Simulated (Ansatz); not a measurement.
Several settings on one geometry of BMe2F (C2H6BF) (that of the charge 0 singlet, r2SCAN-D4/def2-SVP). Ansatz on 4 threads of Arm Neoverse V2 on a shared host; times are rough.

```xyz
10

B    -0.2792   -0.4770   -0.0109
C     1.2854   -0.5597   -0.0118
H     1.6125   -0.5792    1.0457
H     1.7686    0.3196   -0.4646
H     1.6706   -1.4795   -0.4778
C    -1.1126    0.8497    0.0187
H    -1.3191    1.1286   -1.0327
H    -0.5731    1.6994    0.4636
H    -2.0920    0.7313    0.5073
F    -0.9612   -1.6330   -0.0374
```

Totals from different functionals, basis sets or treatments of relativity can't be compared as stabilities.

The spins typed aren't always the lowest for that charge.

Problem. Give the basis size and estimate the energy, ⟨S²⟩ and time of these runs.

| run | method | charge | state | further keys |
| --- | --- | --- | --- | --- |
| 1 | RKS PBE0/def2-TZVP | 0 | singlet | scf: {lower_state_search: light} |
| 2 | UKS PBE0-D3(BJ)/aug-cc-pVDZ | 0 | triplet | fitting: {mean_field: cc-pVTZ-jkfit}; scf: {omitted_lower_state_checks: [starts]} |
| 3 | RKS ωPBEh/def2-mTZVPP | 0 | singlet | scf: {lower_state_search: off}; forces asked |

Solution. 
```json
{"run": "1", "functions": "160", "energy (Eh)": "-204.4424", "⟨S²⟩": "–", "wall time": "0.85 s"}
{"run": "2", "functions": "146", "energy (Eh)": "-204.1567", "⟨S²⟩": "2.00", "wall time": "1.4 s"}
{"run": "3", "functions": "111", "energy (Eh)": "-204.4565", "⟨S²⟩": "–", "wall time": "0.85 s"}
```
